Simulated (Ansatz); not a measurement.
The cluster Ga3As4, relaxed as a doublet with UKS PBE-D4/def2-SVP in Ansatz, starting from the GFN1-xTB geometry. Force threshold 0.03 eV/Å.

Another isomer (doublet) lies 0.26 eV lower at PBE0-D4/def2-SVP; other spin states weren't run for this one.

Start:

```xyz
7

Ga    1.472    1.993   -0.682
Ga   -0.371   -2.815   -0.628
Ga    0.324    1.177    1.434
As   -1.257    2.026   -0.611
As   -0.550   -1.230    1.468
As   -0.977   -0.291   -0.797
As    1.359   -0.861   -0.184
```

```tsv
step	energy (eV)	largest force component (eV/Å)	SCF passes
1	-400394.2327	1.116	23
2	-400394.5262	0.279	30
3	-400394.5787	0.144	29
4	-400394.6530	0.196	29
5	-400394.7282	0.181	29
6	-400394.7682	0.146	29
7 (rejected)	-400394.7494	0.303	28
8	-400394.7684	0.359	25
9	-400394.7879	0.039	25
10	-400394.7897	0.027	24
11	-400394.7908	0.019	25
12	-400394.7921	0.053	24
13	-400394.7949	0.143	29
14	-400394.7970	0.050	24
15	-400394.8004	0.114	29
16	-400394.8025	0.095	24
17 (rejected)	-400394.8023	0.061	24
18	-400394.8036	0.029	25
19	-400394.8047	0.028	24
```

Force components are those of the run's own axes.

End:

```csv
atom,x (Å),y (Å),z (Å)
Ga1,1.3577,1.7797,-1.3099
Ga2,0.2806,-3.2641,-0.3489
Ga3,0.1650,1.0072,1.6701
As4,-0.9200,2.4516,-0.1233
As5,-0.9028,-1.3390,1.1845
As6,-1.1592,0.0978,-0.8481
As7,1.1786,-0.7332,-0.2244
```

Bonds lost: Ga2–As6 (atoms count from 1). Metal–metal contacts that move far: Ga1–Ga3 2.54 to 3.30 Å.

The force fell under the threshold at step 10, but the optimiser went on and released 0.015 eV more. No frequencies were taken in this run, so the end may be a saddle point.

Run time 3.6 min (4 threads of Intel Xeon on a shared host), peak host memory 0.6 GiB.
